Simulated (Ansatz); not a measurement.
Born–Oppenheimer molecular dynamics of CH₅FOSi (9 atoms, charge 0, multiplicity 1). It starts at the highest image of a converged band. Of that band: Beside the main top the profile has a ripple of under 15 meV (maxima at images 2, 5), which may be a very shallow well or noise. Neighbouring images differ by up to 2.6 eV, so the band resolves the path poorly. A vibrational analysis at the climbing image gives one clearly imaginary mode, 1220i cm⁻¹: a first-order saddle point.

All numbers below come from Ansatz 0.2.0, RKS B3LYP/cc-pVDZ.

```json
{
  "ensemble": "NVE (velocity Verlet)",
  "time step": "0.5 fs",
  "steps asked": "200",
  "starting velocities drawn for": "100 K",
  "seed": "10847"
}
```

First frame:

```xyz
9
Properties=species:S:1:pos:R:3
Si -0.297 -0.279 0.434
H 1.171 0.015 1.093
F 1.523 0.492 0.046
O -1.394 0.975 0.291
C -2.112 1.364 -0.877
H -3.159 1.562 -0.598
H -1.675 2.289 -1.288
H -2.089 0.581 -1.657
H -0.498 -1.111 -0.818
```

How far do the bonds stretch over the last three quarters of this one trajectory? (Pairs bonded in most of those frames.)


| bond | mean (Å) | spread (Å) | shortest | longest |
| --- | --- | --- | --- | --- |
| Si1–O4 | 1.699 | 0.018 | 1.67 | 1.73 |
| Si1–H9 | 1.566 | 0.009 | 1.55 | 1.58 |
| H2–F3 | 0.935 | 0.030 | 0.89 | 0.98 |
| O4–C5 | 1.424 | 0.009 | 1.41 | 1.44 |
| C5–H6 | 1.104 | 0.006 | 1.09 | 1.11 |
| C5–H7 | 1.103 | 0.006 | 1.09 | 1.11 |
| C5–H8 | 1.106 | 0.009 | 1.09 | 1.12 |

Mean temperature of the second half: 404 K. The conserved energy stayed within 0.13 meV per atom of its start (net change -0.0066 meV per atom), so the integration is sound. The kinetic energy rose, since the run started high on the potential surface and went downhill. It ends in pieces (CH4OSi + FH), so much of that is their flight and rotation, not heat. A run of 0.1 ps of so small a system gives no equilibrium averages. The orbitals stay closed-shell, which can raise the energy where a bond breaks towards radicals; this wasn't checked here.

Time of the run: 4.7 min on 2 threads of Arm Neoverse V2 (shared host), peak memory 0.16 GiB.
